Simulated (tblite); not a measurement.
A geometry optimisation, step by step.

Species: C5H6AlF2N.
Atom-mapped SMILES: `[F:1][c:2]1[cH:3][cH:4][n+:5]([AlH3-:6])[cH:7][c:8]1[F:9]` (hydrogens: H10 on C3; H11 on C4; H12, H13, H14 on Al6; H15 on C7)
Bond orders are those of one Lewis drawing.

Computed with GFN2-xTB (tblite), gas phase: L-BFGS steps from a force-field or distance-geometry start until the largest atomic force falls under 0.01 eV/Å. 9 of its 55 geometries are shown.

Step 0: E = -740.5826 eV, largest atomic force 2.517 eV/Å
```
atom  x, y, z in Å  |  force x, y, z in eV/Å
F1     -3.532   -0.201   -0.075    0.737   0.022   0.000
C2     -2.192   -0.124   -0.053    0.048  -0.274   0.058
C3     -1.412   -1.214   -0.478   -0.333   0.380  -0.037
C4     -0.028   -1.115   -0.453   -0.326   1.266   0.759
N5      0.578    0.005    0.030   -1.550   0.125  -0.259
Al6     2.494    0.116    0.027    2.511   0.118   0.135
C7     -0.155    1.081    0.440   -0.032  -1.386  -0.411
C8     -1.546    1.030    0.425   -0.273   0.077  -0.109
F9     -2.277    2.083    0.845    0.462  -0.520  -0.211
H10    -1.906   -2.109   -0.843    0.079   0.213   0.085
H11     0.559   -1.966   -0.791    0.316   0.475   0.218
H12     2.971    1.070    1.219   -0.639  -0.019  -0.027
H13     2.994    0.711   -1.356   -0.636  -0.029  -0.049
H14     3.120   -1.342    0.240   -0.656  -0.031  -0.039
H15     0.329    1.985    0.802    0.292  -0.416  -0.112
```

Step 7: E = -741.0429 eV, largest atomic force 0.201 eV/Å
```
atom  x, y, z in Å  |  force x, y, z in eV/Å
F1     -3.531   -0.204   -0.075    0.150  -0.001   0.003
C2     -2.202   -0.133   -0.049    0.089   0.036   0.026
C3     -1.426   -1.201   -0.479    0.020   0.017  -0.017
C4     -0.046   -1.073   -0.428    0.017  -0.032   0.009
N5      0.574    0.013    0.017   -0.184  -0.024  -0.026
Al6     2.691    0.127    0.033   -0.200  -0.012   0.016
C7     -0.161    1.037    0.424   -0.019   0.074   0.051
C8     -1.550    1.014    0.414    0.020  -0.040  -0.038
F9     -2.252    2.068    0.837    0.140  -0.083  -0.034
H10    -1.909   -2.099   -0.842    0.112   0.102   0.039
H11     0.601   -1.875   -0.748    0.110  -0.045  -0.012
H12     2.886    1.096    1.252   -0.107   0.011   0.011
H13     2.912    0.721   -1.398   -0.109   0.006  -0.035
H14     3.036   -1.390    0.241   -0.116  -0.025  -0.005
H15     0.372    1.908    0.780    0.076   0.017   0.012
```

Step 14: E = -741.0920 eV, largest atomic force 0.152 eV/Å
```
atom  x, y, z in Å  |  force x, y, z in eV/Å
F1     -3.474   -0.206   -0.072   -0.091  -0.001   0.001
C2     -2.149   -0.130   -0.049   -0.066   0.016  -0.036
C3     -1.385   -1.202   -0.487   -0.027   0.013   0.052
C4     -0.011   -1.081   -0.427    0.075   0.059  -0.033
N5      0.585    0.011    0.018    0.040   0.014   0.077
Al6     2.597    0.125    0.032    0.075   0.007  -0.016
C7     -0.130    1.042    0.430    0.068   0.002  -0.040
C8     -1.512    1.023    0.411    0.007  -0.010   0.034
F9     -2.210    2.075    0.838   -0.017  -0.017  -0.014
H10    -1.872   -2.094   -0.844   -0.004  -0.046  -0.028
H11     0.670   -1.858   -0.733    0.013  -0.141  -0.055
H12     2.764    1.103    1.260   -0.023  -0.038  -0.041
H13     2.785    0.719   -1.415   -0.052  -0.019   0.051
H14     2.905   -1.411    0.237   -0.028   0.049   0.004
H15     0.434    1.892    0.780    0.030   0.112   0.045
```

Step 20: E = -741.0956 eV, largest atomic force 0.027 eV/Å
```
atom  x, y, z in Å  |  force x, y, z in eV/Å
F1     -3.477   -0.205   -0.072    0.005   0.005  -0.002
C2     -2.150   -0.130   -0.051    0.000   0.006   0.001
C3     -1.383   -1.201   -0.485   -0.003   0.000  -0.001
C4     -0.006   -1.080   -0.428    0.007   0.020   0.012
N5      0.590    0.011    0.024    0.024   0.001   0.009
Al6     2.602    0.125    0.032   -0.014  -0.001  -0.004
C7     -0.124    1.045    0.430    0.009  -0.020  -0.004
C8     -1.508    1.021    0.411    0.001   0.011   0.005
F9     -2.208    2.072    0.835   -0.009   0.010  -0.002
H10    -1.865   -2.094   -0.845    0.001  -0.023  -0.015
H11     0.667   -1.868   -0.738   -0.016  -0.003  -0.002
H12     2.757    1.098    1.256    0.014   0.005   0.007
H13     2.770    0.718   -1.412   -0.018   0.004  -0.009
H14     2.896   -1.406    0.238    0.013  -0.009   0.007
H15     0.436    1.901    0.784   -0.016  -0.007  -0.002
```

Step 27: E = -741.0961 eV, largest atomic force 0.027 eV/Å
```
atom  x, y, z in Å  |  force x, y, z in eV/Å
F1     -3.476   -0.201   -0.075   -0.011  -0.005  -0.008
C2     -2.150   -0.129   -0.052   -0.006  -0.008   0.006
C3     -1.382   -1.201   -0.486    0.003   0.010  -0.012
C4     -0.006   -1.080   -0.426    0.000  -0.008   0.015
N5      0.592    0.009    0.029    0.009   0.001  -0.008
Al6     2.602    0.124    0.032   -0.005  -0.002   0.007
C7     -0.124    1.044    0.432    0.005  -0.006   0.016
C8     -1.508    1.022    0.412    0.004  -0.007  -0.019
F9     -2.207    2.075    0.832   -0.002  -0.012  -0.005
H10    -1.859   -2.096   -0.852   -0.012   0.023   0.008
H11     0.662   -1.871   -0.738    0.004   0.014   0.010
H12     2.765    1.099    1.256    0.009  -0.004  -0.011
H13     2.752    0.719   -1.416   -0.012  -0.006   0.006
H14     2.903   -1.407    0.242    0.006   0.014  -0.005
H15     0.432    1.901    0.786    0.009  -0.004   0.004
```

Step 34: E = -741.0970 eV, largest atomic force 0.022 eV/Å
```
atom  x, y, z in Å  |  force x, y, z in eV/Å
F1     -3.478   -0.198   -0.086    0.014   0.002  -0.009
C2     -2.151   -0.127   -0.057    0.016  -0.004  -0.006
C3     -1.382   -1.199   -0.489    0.006  -0.007  -0.007
C4     -0.006   -1.082   -0.419   -0.004  -0.022   0.000
N5      0.593    0.003    0.044   -0.016  -0.006   0.002
Al6     2.599    0.124    0.033    0.017   0.001   0.003
C7     -0.123    1.040    0.441   -0.006   0.010   0.011
C8     -1.507    1.021    0.409   -0.005   0.003  -0.001
F9     -2.206    2.077    0.822   -0.008   0.007   0.005
H10    -1.861   -2.091   -0.861    0.002   0.011   0.006
H11     0.665   -1.871   -0.730   -0.008  -0.007   0.009
H12     2.789    1.100    1.250   -0.007   0.011  -0.002
H13     2.707    0.715   -1.419    0.002   0.001  -0.013
H14     2.922   -1.401    0.244   -0.005  -0.005  -0.011
H15     0.434    1.896    0.796    0.002   0.004   0.015
```

Step 40: E = -741.0975 eV, largest atomic force 0.019 eV/Å
```
atom  x, y, z in Å  |  force x, y, z in eV/Å
F1     -3.473   -0.195   -0.100   -0.008   0.013  -0.010
C2     -2.147   -0.124   -0.063   -0.010   0.006  -0.011
C3     -1.380   -1.198   -0.493   -0.004   0.000   0.018
C4     -0.004   -1.086   -0.412   -0.003   0.015  -0.004
N5      0.592   -0.002    0.057    0.003  -0.004   0.017
Al6     2.600    0.125    0.032   -0.012   0.003  -0.015
C7     -0.122    1.037    0.451   -0.002  -0.005  -0.009
C8     -1.506    1.024    0.407    0.002  -0.014   0.013
F9     -2.209    2.079    0.817    0.016  -0.005  -0.003
H10    -1.865   -2.086   -0.866    0.018  -0.004  -0.005
H11     0.666   -1.877   -0.720   -0.001   0.008   0.015
H12     2.799    1.107    1.244   -0.004   0.001  -0.012
H13     2.680    0.712   -1.426    0.012  -0.001   0.004
H14     2.930   -1.399    0.238   -0.001   0.004  -0.005
H15     0.435    1.892    0.811   -0.007  -0.016   0.005
```

Step 47: E = -741.0993 eV, largest atomic force 0.021 eV/Å
```
atom  x, y, z in Å  |  force x, y, z in eV/Å
F1     -3.470   -0.163   -0.173    0.001   0.000  -0.016
C2     -2.145   -0.113   -0.092    0.000  -0.003   0.007
C3     -1.376   -1.194   -0.497   -0.003  -0.005  -0.001
C4     -0.002   -1.099   -0.373    0.001   0.001   0.015
N5      0.593   -0.024    0.116    0.003   0.003   0.005
Al6     2.594    0.132    0.012    0.000  -0.002  -0.009
C7     -0.123    1.020    0.495    0.005  -0.002   0.011
C8     -1.505    1.023    0.408    0.004   0.000   0.005
F9     -2.205    2.086    0.802    0.003  -0.001   0.003
H10    -1.852   -2.077   -0.890   -0.019  -0.009  -0.004
H11     0.667   -1.899   -0.658    0.008   0.003  -0.011
H12     2.829    1.136    1.198   -0.004  -0.007  -0.005
H13     2.599    0.701   -1.456    0.003   0.009  -0.007
H14     2.958   -1.385    0.205    0.001  -0.003   0.012
H15     0.433    1.863    0.882   -0.003   0.016  -0.006
```

Step 54: E = -741.0996 eV, largest atomic force 0.007 eV/Å
```
atom  x, y, z in Å  |  force x, y, z in eV/Å
F1     -3.469   -0.158   -0.188    0.001   0.002  -0.003
C2     -2.144   -0.112   -0.093    0.002  -0.004  -0.001
C3     -1.375   -1.196   -0.495    0.004  -0.001  -0.002
C4     -0.002   -1.101   -0.366   -0.001  -0.005   0.001
N5      0.593   -0.026    0.125   -0.003   0.002  -0.004
Al6     2.594    0.132    0.006    0.002  -0.001   0.006
C7     -0.123    1.018    0.503   -0.003   0.004   0.000
C8     -1.504    1.022    0.411   -0.003  -0.003   0.002
F9     -2.204    2.086    0.802   -0.001   0.000   0.003
H10    -1.853   -2.076   -0.893    0.003   0.005   0.004
H11     0.669   -1.899   -0.653   -0.003   0.003  -0.001
H12     2.830    1.137    1.190    0.000  -0.001  -0.003
H13     2.593    0.703   -1.461   -0.002  -0.002  -0.002
H14     2.961   -1.384    0.205    0.000   0.001   0.001
H15     0.431    1.863    0.888    0.003   0.000  -0.001
```

Problem. Summarise the path.

Solution. The energy falls by 0.5171 eV from step 0 to step 54; nine tenths of that is first reached at step 8. It falls at every step. The largest force goes from 2.517 to 0.007 eV/Å. Among the bonds N5–Al6 changes most, from 1.920 to 2.010 Å; the atoms move by 0.158 Å rms after alignment.

Problem. Follow the three bonds and two angles with the largest change from start to end.

Solution. 
| step | E above end (eV) | largest force (eV/Å) | N5–Al6 (Å) | N5–C7 (Å) | C4–N5 (Å) | N5–Al6–H13 (°) | N5–Al6–H14 (°) |
| --- | --- | --- | --- | --- | --- | --- | --- |
| 0 | 0.5171 | 2.517 | 1.920 | 1.364 | 1.363 | 109.7 | 109.7 |
| 2 | 0.1845 | 0.821 | 2.063 | 1.322 | 1.321 | 104.5 | 105.3 |
| 5 | 0.0734 | 0.285 | 2.140 | 1.325 | 1.328 | 99.0 | 100.1 |
| 7 | 0.0567 | 0.201 | 2.120 | 1.325 | 1.327 | 98.9 | 99.7 |
| 9 | 0.0453 | 0.188 | 2.098 | 1.324 | 1.326 | 99.2 | 99.9 |
| 12 | 0.0213 | 0.289 | 2.053 | 1.321 | 1.323 | 98.3 | 98.9 |
| 14 | 0.0077 | 0.152 | 2.016 | 1.320 | 1.322 | 97.7 | 98.1 |
| 16 | 0.0050 | 0.073 | 2.014 | 1.321 | 1.322 | 97.6 | 97.9 |
| 19 | 0.0042 | 0.032 | 2.015 | 1.321 | 1.323 | 97.3 | 97.6 |
| 21 | 0.0039 | 0.031 | 2.013 | 1.321 | 1.323 | 97.1 | 97.6 |
| 23 | 0.0038 | 0.018 | 2.012 | 1.321 | 1.323 | 97.1 | 97.7 |
| 26 | 0.0036 | 0.026 | 2.013 | 1.321 | 1.323 | 96.8 | 97.8 |
| 28 | 0.0034 | 0.028 | 2.014 | 1.321 | 1.323 | 96.5 | 97.8 |
| 31 | 0.0030 | 0.029 | 2.012 | 1.321 | 1.323 | 95.7 | 98.1 |
| 33 | 0.0027 | 0.022 | 2.011 | 1.321 | 1.323 | 95.6 | 98.3 |
| 35 | 0.0026 | 0.027 | 2.010 | 1.321 | 1.323 | 95.4 | 98.4 |
| 38 | 0.0023 | 0.022 | 2.012 | 1.321 | 1.323 | 95.0 | 98.4 |
| 40 | 0.0022 | 0.019 | 2.012 | 1.322 | 1.323 | 94.9 | 98.4 |
| 42 | 0.0018 | 0.049 | 2.012 | 1.322 | 1.323 | 94.9 | 98.5 |
| 45 | 0.0005 | 0.039 | 2.010 | 1.321 | 1.323 | 94.7 | 98.6 |
| 47 | 0.0003 | 0.021 | 2.010 | 1.321 | 1.323 | 94.6 | 98.6 |
| 49 | 0.0001 | 0.021 | 2.010 | 1.321 | 1.323 | 94.5 | 98.6 |
| 52 | 0.0000 | 0.013 | 2.010 | 1.321 | 1.323 | 94.8 | 98.6 |
| 54 | 0.0000 | 0.007 | 2.010 | 1.321 | 1.323 | 94.8 | 98.6 |
